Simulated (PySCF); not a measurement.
CoI2(PH3)2 (doublet state).
Geometry (PBE0-D3(BJ)/def2-SVP, Å), atoms numbered from 1 in this order:
```xyz
11
CoH6I2P2 angstrom
Co     0.639   -0.024    0.531
I     -0.515    0.025    2.761
I      2.591   -0.084   -1.063
P     -0.119    2.019   -0.163
H     -0.052    2.421   -1.521
H      0.579    3.107    0.417
H     -1.442    2.432    0.139
P     -0.230   -2.028   -0.151
H     -1.571   -2.368    0.162
H      0.414   -3.150    0.427
H     -0.195   -2.436   -1.509
```

Computed with PBE0-D3(BJ)/def2-SVP geometry optimisation, gas phase, def2 core potentials past Kr (PySCF).

**Question.** Which atoms are bound to Co1, and at what distances?

**Answer.** 4 atoms: P4 2.286 Å, P8 2.288 Å, I2 2.511 Å, I3 2.520 Å. The nearest atom not counted as bound is H6, at 3.13 Å (others tie with it).

**Question.** List the angles at Co1.

**Answer.** 
```json
{"angle": "I2–Co1–I3", "degrees": "156.6", "distance of the outer atoms (Å)": "4.93"}
{"angle": "P4–Co1–P8", "degrees": "124.4", "distance of the outer atoms (Å)": "4.05"}
{"angle": "I2–Co1–P8", "degrees": "96.1", "distance of the outer atoms (Å)": "3.57"}
{"angle": "I2–Co1–P4", "degrees": "95.7", "distance of the outer atoms (Å)": "3.56"}
{"angle": "I3–Co1–P4", "degrees": "94.9", "distance of the outer atoms (Å)": "3.55"}
{"angle": "I3–Co1–P8", "degrees": "94.9", "distance of the outer atoms (Å)": "3.55"}
```

**Question.** Describe the arrangement about Co1 in numbers.

**Answer.** Angles from 94.9° to 156.6°; τ4 = (360° − α − β)/141° = 0.56 with α and β the two widest (0 for a square, 1 for a tetrahedron). Differences among atoms that C2v makes equivalent are scatter left by the optimiser.

**Question.** What are the other bond lengths?

**Answer.** P4–H5 and 5 like bonds 1.418 Å.

**Question.** What are the rotational constants (commonest isotopes, rigid rotor)?

**Answer.** A = 1149, B = 299.4, C = 274.3 MHz: a near-prolate asymmetric top.

Point group: C2v (tolerance 0.08 Å). Charge 0, doublet. ⟨S²⟩ = 1.307 (exact for a doublet: 0.75). No PBE0-D3(BJ)/def2-SVP frequencies stand behind this structure, so it isn't proved a minimum.
